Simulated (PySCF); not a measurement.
Geometry (Å), atoms numbered from 1 in this order:
```xyz
18

C    -2.280    0.940   -0.453
C    -1.194   -0.065   -0.090
C    -0.114   -0.274   -1.144
B     1.071   -1.309   -0.659
O     1.721   -0.859    0.611
C     2.469    0.278    0.525
H    -3.040    1.059    0.341
H    -1.847    1.937   -0.648
H    -2.810    0.639   -1.375
H    -0.704    0.243    0.852
H    -1.658   -1.043    0.139
H    -0.577   -0.661   -2.076
H     0.302    0.719   -1.421
H     0.558   -2.430   -0.431
H     1.938   -1.417   -1.575
H     3.022    0.460    1.473
H     1.875    1.206    0.333
H     3.229    0.242   -0.294
```

Total charge -1.

Geometry: PBE0-D3(BJ)/def2-SVP; GIAO absolute shieldings from PySCF 2.14, gas phase, non-relativistic, averaged over equivalent atoms.

At PBE0/pcSseg-1 (162 basis functions, 15 s wall time on 1 thread of an Arm Neoverse V2, shared host):
```csv
atoms,σ (ppm)
C6,127.8
C3,156.8
C2,157.7
C1,161.3
B4,108.0
O5,336.0
H16/H17/H18,28.07
H14/H15,28.64
H10/H11,30.10
H7/H8/H9,30.57
H12/H13,31.21
```

What do these become at KT2/pcSseg-1?

## Answers


```csv
atoms,σ at KT2/pcSseg-1,change
C6,125.9,-1.9
C3,154.1,-2.7
C2,154.3,-3.4
C1,159.9,-1.4
B4,106.0,-2.0
O5,319.3,-16.7
H16/H17/H18,27.77,-0.30
H14/H15,28.30,-0.34
H10/H11,29.94,-0.16
H7/H8/H9,30.42,-0.15
H12/H13,30.94,-0.27
```

The largest change is at O5 (oxygen bonded to C, B). Cost: 162 basis functions, 21 s wall time on 1 thread of an Arm Neoverse V2, shared host. The order of the carbon signals is the same at both levels.

A carbon bonded to boron is broadened by the quadrupolar boron nucleus and is often missing from a measured spectrum.
